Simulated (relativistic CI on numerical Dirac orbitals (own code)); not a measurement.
**One change at a time: Er21+**

Base calculation: Dirac-Coulomb-Breit CI, separate exchange-only KLI orbitals for each configuration, model QED (radiative potential, 1s self-energy scaled to tabulated hydrogen-like ionisation energies), unscaled Slater integrals.

CI space (outside the closed core [Ar] 3d10): 4s²4p⁶4d¹⁰4f, 4s²4p⁶4d¹⁰5s, 4s²4p⁶4d⁹4f², 4s²4p⁶4d¹⁰5p, 4s²4p⁶4d¹⁰5d, 4s²4p⁵4d¹⁰4f², 4s²4p⁶4d⁹5s², 4s²4p⁶4d⁹4f5s, 4s²4p⁶4d¹⁰5f, 4s²4p⁶4d⁹5s5p, 4s²4p⁶4d¹⁰6s, 4s4p⁶4d¹⁰4f², 4s²4p⁶4d⁹4f5p, 4s²4p⁶4d¹⁰6p, 4s²4p⁶4d¹⁰5g, 4s²4p⁶4d⁹5p². Levels of other configurations are missing.

Variants: (1) non-relativistic limit. Shifts of the energy above 4s²4p⁶4d¹⁰4f ²F°5/2, in cm⁻¹, for the lowest level and the first level of each name with at least 55 % of one term (blank where a level changes its place among those of its configuration and J or its character, or is not in the variant):

| Level | Base | Δ(1) |
| --- | --- | --- |
| 4s²4p⁶4d¹⁰4f ²F°5/2 | 0 | 0 |
| 4s²4p⁶4d¹⁰4f ²F°7/2 | 15075 | -15075 |
| 4s²4p⁶4d¹⁰5s ²S1/2 | 514341 | +226072 |
| 4s²4p⁶4d¹⁰5p ²P°1/2 | 799957 | +201335 |
| 4s²4p⁶4d¹⁰5p ²P°3/2 | 925944 | +75348 |
| 4s²4p⁶4d⁹4f² ⁴F3/2 | 1284139 | -10908 |
| 4s²4p⁶4d⁹4f² ⁴F5/2 | 1287975 | -14744 |
| 4s²4p⁶4d⁹4f² ⁴F7/2 | 1296546 | -23315 |
| 4s²4p⁶4d⁹4f² ⁴F9/2 | 1308628 | -35397 |
| 4s²4p⁶4d⁹4f² ⁴K15/2 | 1327119 | -18447 |
| 4s²4p⁶4d⁹4f² ⁴D3/2 | 1330180 | -29603 |
| 4s²4p⁶4d⁹4f² ⁴K17/2 | 1330782 | -22110 |
| 4s²4p⁶4d⁹4f² ⁴D1/2 | 1338367 | -37790 |
| 4s²4p⁶4d⁹4f² ⁴H13/2 | 1339423 | -19772 |
| 4s²4p⁶4d⁹4f² ²D3/2 | 1354912 | -30943 |
| 4s²4p⁶4d⁹4f² ²I13/2 | 1360790 |  |
| 4s²4p⁶4d⁹4f² ⁴P1/2 | 1362461 | -9692 |
| 4s²4p⁶4d⁹4f² ⁴G11/2 | 1363045 |  |
| 4s²4p⁶4d⁹4f² ⁴I15/2 | 1364489 |  |
| 4s²4p⁶4d⁹4f² ²L17/2 | 1366505 | -12207 |
| 4s²4p⁶4d⁹4f² ²H11/2 | 1370036 |  |
| 4s²4p⁶4d⁹4f² ²G9/2 | 1372392 |  |

At this charge transitions that keep the count of f electrons are usually good to a few per cent. Terms inside the open d or f shell come out 10 to 20 % too wide with unscaled integrals. Levels that differ in their count of f electrons can be misplaced by several ten thousand cm⁻¹, since the correlation energy of f electrons is missing or only estimated; rates across such gaps can be off by orders of magnitude.

Ionisation energy from one configuration of each of the two ions, the ground ones as tabulated or assumed: base 559.877 eV. The NIST ASD value (theoretical) is 555 ± 5 eV.

LS names give the leading component of a level, which can be under half, so a name can repeat, a term be missing and a line seem to break the LS rules.
